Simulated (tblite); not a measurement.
C7H15P.
Atom-mapped SMILES: `[CH3:1][C@@H:2]1[PH:3][C@H:4]1[C:5]([CH3:6])([CH3:7])[CH3:8]` (hydrogens: H9, H10, H11 on C1; H12 on C2; H13 on P3; H14 on C4; H15, H16, H17 on C6; H18, H19, H20 on C7; H21, H22, H23 on C8)

Computed with GFN2-xTB (tblite), gas phase: L-BFGS steps from a force-field or distance-geometry start until the largest atomic force falls under 0.01 eV/Å.

Step 20: E = -683.9462 eV
```
atom  x, y, z in Å  |  force x, y, z in eV/Å
C1      2.8743   -0.2942    0.5605   -0.051   0.018  -0.074
C2      1.6656    0.2606   -0.1485   -0.048   0.255  -0.110
P3      1.1256    1.9839    0.3242    0.001  -0.199   0.057
C4      0.3331    0.3061    0.5351   -0.172  -0.076   0.012
C5     -0.9842   -0.0588   -0.1596   -0.029  -0.059   0.031
C6     -2.1288   -0.0571    0.8747    0.064   0.011  -0.037
C7     -1.3276    0.9112   -1.2947    0.057  -0.098   0.114
C8     -0.8740   -1.4721   -0.7550    0.041   0.051   0.008
H9      2.7214   -0.2390    1.6360    0.136  -0.025   0.041
H10     3.7512    0.2890    0.2852    0.089  -0.021   0.099
H11     3.0648   -1.3278    0.2831   -0.091  -0.108  -0.014
H12     1.6648    0.0710   -1.2163   -0.057   0.042  -0.046
H13     1.7897    1.9279    1.5649   -0.095   0.086  -0.081
H14     0.3583   -0.0586    1.5593    0.040  -0.023   0.007
H15    -2.7974   -0.8939    0.6745   -0.050   0.149   0.077
H16    -2.7040    0.8661    0.8272    0.091  -0.033   0.042
H17    -1.7422   -0.1654    1.8864   -0.089  -0.033  -0.025
H18    -0.6400    0.7705   -2.1292   -0.079   0.110   0.033
H19    -2.3465    0.7143   -1.6331    0.161   0.113  -0.053
H20    -1.2471    1.9403   -0.9377   -0.102  -0.091  -0.115
H21    -0.5745   -2.1926    0.0050    0.025   0.041  -0.068
H22    -1.8368   -1.7796   -1.1650    0.093   0.025   0.031
H23    -0.1504   -1.4744   -1.5668    0.065  -0.134   0.071
```

Step 21: E = -683.9585 eV
```
atom  x, y, z in Å  |  force x, y, z in eV/Å
C1      2.8652   -0.2980    0.5577   -0.005  -0.016  -0.088
C2      1.6642    0.2707   -0.1514    0.021   0.275  -0.117
P3      1.1182    1.9900    0.3334    0.025  -0.161   0.043
C4      0.3356    0.3075    0.5291   -0.174  -0.012   0.115
C5     -0.9770   -0.0553   -0.1603   -0.123  -0.079   0.016
C6     -2.1192   -0.0547    0.8740   -0.030   0.025   0.033
C7     -1.3256    0.9083   -1.2969   -0.007  -0.059   0.035
C8     -0.8658   -1.4693   -0.7461    0.019  -0.035  -0.058
H9      2.7100   -0.2480    1.6345    0.170   0.017  -0.016
H10     3.7523    0.2670    0.2762    0.069   0.018   0.154
H11     3.0450   -1.3332    0.2796   -0.121  -0.136  -0.026
H12     1.6580    0.0940   -1.2195   -0.008   0.022  -0.106
H13     1.7780    1.9385    1.5764   -0.087   0.054  -0.083
H14     0.3676   -0.0694    1.5461    0.019  -0.033   0.106
H15    -2.7985   -0.8819    0.6698   -0.038   0.134   0.047
H16    -2.6896    0.8724    0.8398    0.108  -0.020   0.024
H17    -1.7380   -0.1778    1.8863   -0.053  -0.028  -0.036
H18    -0.6328    0.7782   -2.1288   -0.051   0.110   0.045
H19    -2.3380    0.6936   -1.6472    0.168   0.115  -0.020
H20    -1.2705    1.9414   -0.9444   -0.070  -0.128  -0.104
H21    -0.5771   -2.1897    0.0181    0.033   0.050  -0.057
H22    -1.8270   -1.7719   -1.1606    0.050  -0.009   0.017
H23    -0.1400   -1.4854   -1.5557    0.087  -0.103   0.076
```

Q: Estimate the geometry and energy of step 22. (The exact step hangs on the optimiser's Hessian estimate; all steps are aligned on step 21, rigid shifts and turns removed.)

A: E = -683.9711 eV, largest force 0.211 eV/Å
```
atom  x, y, z in Å  |  force x, y, z in eV/Å
C1      2.8551   -0.3026    0.5524    0.041  -0.045  -0.085
C2      1.6635    0.2877   -0.1569    0.080   0.179  -0.079
P3      1.1122    1.9955    0.3456    0.004  -0.052   0.011
C4      0.3358    0.3107    0.5235   -0.085   0.047   0.181
C5     -0.9717   -0.0522   -0.1609   -0.158  -0.073   0.000
C6     -2.1094   -0.0519    0.8742   -0.119   0.027   0.097
C7     -1.3244    0.9032   -1.2996   -0.066   0.004  -0.061
C8     -0.8572   -1.4664   -0.7368   -0.001  -0.118  -0.102
H9      2.7007   -0.2571    1.6317    0.178   0.051  -0.089
H10     3.7557    0.2423    0.2704    0.032   0.032   0.179
H11     3.0191   -1.3420    0.2754   -0.151  -0.107  -0.042
H12     1.6528    0.1231   -1.2261    0.032   0.013  -0.130
H13     1.7665    1.9454    1.5895   -0.066   0.023  -0.059
H14     0.3776   -0.0786    1.5336   -0.004  -0.047   0.172
H15    -2.8003   -0.8668    0.6654   -0.055   0.090   0.007
H16    -2.6724    0.8790    0.8560    0.107   0.025   0.005
H17    -1.7333   -0.1934    1.8855   -0.006  -0.023  -0.026
H18    -0.6252    0.7880   -2.1272    0.000   0.091   0.044
H19    -2.3265    0.6702   -1.6659    0.122   0.093   0.004
H20    -1.3003    1.9402   -0.9557   -0.026  -0.134  -0.058
H21    -0.5802   -2.1845    0.0324    0.045   0.034  -0.020
H22    -1.8160   -1.7639   -1.1554   -0.010  -0.053  -0.016
H23    -0.1269   -1.4990   -1.5411    0.107  -0.056   0.066
```

The energy changes by -0.0127 eV. The first-order estimate −F·Δx gives -0.0173 eV and the mean of the old and new forces, exact on a quadratic surface, -0.0127 eV. The step makes an angle of 75° with the force vector and moves no atom by more than 0.032 Å.

What follows is the cost of the whole relaxation. On an Intel Xeon Platinum 8488C with one thread, shared host, this took 1.1 s wall.
